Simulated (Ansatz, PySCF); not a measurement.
This Ansatz (a first-principles code) input computes a r2SCAN/def2-TZVPD energy:

Ansatz 0.2 input:
```yaml
crystal:
  periodic: [false, false, false]
  atoms:
    - {symbol: C, position_ang: [-0.99068060, 0.19143410, -0.16200049]}
    - {symbol: S, position_ang: [0.56573450, -0.10931967, 0.09251142]}
    - {symbol: H, position_ang: [-1.32804142, 1.00501434, -0.80207335]}
    - {symbol: H, position_ang: [-1.77962703, -0.40450423, 0.29389360]}
basis:
  gaussian:
    orbitals: def2-TZVPD
hamiltonian:
  xc: {name: r2SCAN}
output: {forces: true}
```

Task: Write an input for the same energy in PySCF and say what it gives.

Result: 
```python
from pyscf import gto, scf, dft

mol = gto.M(
    atom='''
    C    -0.99068060    0.19143410   -0.16200049
    S     0.56573450   -0.10931967    0.09251142
    H    -1.32804142    1.00501434   -0.80207335
    H    -1.77962703   -0.40450423    0.29389360
    ''',
    basis='def2-tzvpd',
    charge=0,
    spin=0,
    verbose=4,
)

mf = dft.RKS(mol, xc='r2scan').density_fit(auxbasis='def2-universal-jkfit')
mf.grids.level = 4
mf.conv_tol = 1e-9
mf.max_cycle = 100
mf.max_memory = 1500
mf.kernel()
if not mf.converged:
    mf = mf.newton()
    mf.kernel(mf.make_rdm1())
mf.analyze()
```
It gives -437.43394 Eh, and Ansatz -437.43390 Eh, a difference of 0.04 mEh, from the treatment of integrals and grids.
